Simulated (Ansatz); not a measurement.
`S[Si]1(Cl)C=N1`. Charge 0, multiplicity 1. The structure was optimised at the PBE0-D4/def2-TZVP level. It is one conformer, not always the lowest.

```xyz
7

S     0.597    1.177    1.616
Si    0.188   -0.154    0.043
Cl    1.561   -1.648   -0.039
C    -0.880    0.242   -1.291
N    -1.461   -0.534   -0.437
H     1.287    0.265    2.322
H    -1.292    0.652   -2.215
```

(1) What is the dipole moment at ωB97M-V/def2-TZVPP? (Estimate.)

(2) And with PBE, r2SCAN, B3LYP? (Best estimate.)

(3) Give the Mulliken charges with ωB97M-V, r2SCAN, PBE in def2-TZVPP. (An estimate is asked.)

Answers

(1) Computed: 1.73 D, with components (1.46, 0.92, 0.01) D in this frame, pointing from negative to positive charge.

(2) Ansatz gave: PBE 1.51 D, r2SCAN 1.55 D, B3LYP 1.68 D.

(3) The calculation gave: 
| atom | ωB97M-V | r2SCAN | PBE |
| --- | --- | --- | --- |
| S1 | -0.19 | -0.22 | -0.20 |
| Si2 | 0.42 | 0.55 | 0.36 |
| Cl3 | -0.17 | -0.21 | -0.18 |
| C4 | -0.04 | -0.03 | -0.01 |
| N5 | -0.28 | -0.30 | -0.22 |
| H6 | 0.13 | 0.12 | 0.13 |
| H7 | 0.14 | 0.08 | 0.12 |

B3LYP here is the variant with VWN-RPA as its local correlation; programs differ in this.
